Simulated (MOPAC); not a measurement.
MOPAC input (AM1):

```
AM1 PRECISE GNORM=0.05 LET XYZ GEO-OK AUX(PRECISION=9) THREADS=1
F2OSi

Si    0.12238200 1   -0.03851100 1   -0.02483500 1
O     1.53146100 1   -0.48192200 1   -0.31077600 1
F    -0.69871600 1   -0.24613600 1    1.29774600 1
F    -0.85295400 1    0.73441800 1   -0.98286900 1
```

From the output:

```
                                                       MOPAC v23.2.5 Linux

          FINAL HEAT OF FORMATION =       -220.74486 KCAL/MOL =    -923.59651 KJ/MOL

          COSMO AREA              =         92.28 SQUARE ANGSTROMS
          COSMO VOLUME            =         78.37 CUBIC ANGSTROMS

          GRADIENT NORM           =          0.04871          =       0.02436 PER ATOM
          IONIZATION POTENTIAL    =         11.941567 EV
          HOMO LUMO ENERGIES (EV) =        -11.942 -0.564
          NO. OF FILLED LEVELS    =         12
          MOLECULAR WEIGHT        =         82.0817         POINT GROUP:  C2v

          MOLECULAR DIMENSIONS (Angstroms)

            Atom       Atom       Distance
            F     4    O     2     2.84464
            F     3    F     4     2.27563
           Si     1    O     2     0.00000

          SCF CALCULATIONS        =         12

   ATOM   CHEMICAL          X               Y               Z
  NUMBER   SYMBOL      (ANGSTROMS)     (ANGSTROMS)     (ANGSTROMS)

     1      Si          0.11320694  *  -0.03561839  *  -0.02298653  *
     2       O          1.58703061  *  -0.49941347  *  -0.32204082  *
     3       F         -0.71686942  *  -0.25109366  *   1.32789779  *
     4       F         -0.87464038  *   0.75191032  *  -1.00493072  *

                             CARTESIAN COORDINATES

   1   Si        0.113206940    -0.035618393    -0.022986529
   2    O        1.587030609    -0.499413469    -0.322040818
   3    F       -0.716869419    -0.251093665     1.327897792
   4    F       -0.874640381     0.751910316    -1.004930722

           Empirical Formula: O Si F2  =     4 atoms

      MOLECULAR POINT GROUP   :   C2v

                  EIGENVALUES
 -48.94772 -48.84438 -33.80779 -18.36609 -16.79501 -16.48490 -16.02566 -15.02067
 -14.92029 -13.25141 -12.08324 -11.94157  -0.56385   1.32594   2.07882   2.86334

              NET ATOMIC CHARGES AND DIPOLE CONTRIBUTIONS

  ATOM NO.   TYPE          CHARGE      No. of ELECS.   s-Pop       p-Pop
    1         Si           1.655989        2.3440     0.74131     1.60270
    2          O          -0.729700        6.7297     1.93177     4.79793
    3          F          -0.463147        7.4631     1.88308     5.58006
    4          F          -0.463143        7.4631     1.88308     5.58007
 DIPOLE           X         Y         Z       TOTAL
 POINT-CHG.    -1.121     0.353     0.227     1.198
 HYBRID        -0.663     0.209     0.134     0.708
 SUM           -1.784     0.562     0.362     1.905

          ATOMIC ORBITAL ELECTRON POPULATIONS

     Atom    s        px        py        pz
    1 Si   0.74131   0.54569   0.57134   0.48567
    2  O   1.93177   1.38235   1.60939   1.80619
    3  F   1.88308   1.88460   1.91342   1.78204
    4  F   1.88308   1.85949   1.86319   1.85738

 **********************
 *                    *
 * JOB ENDED NORMALLY *
 *                    *
 **********************

 == MOPAC DONE ==
```

The geometry given is a B3LYP-D3(BJ)/def2-TZVP minimum.
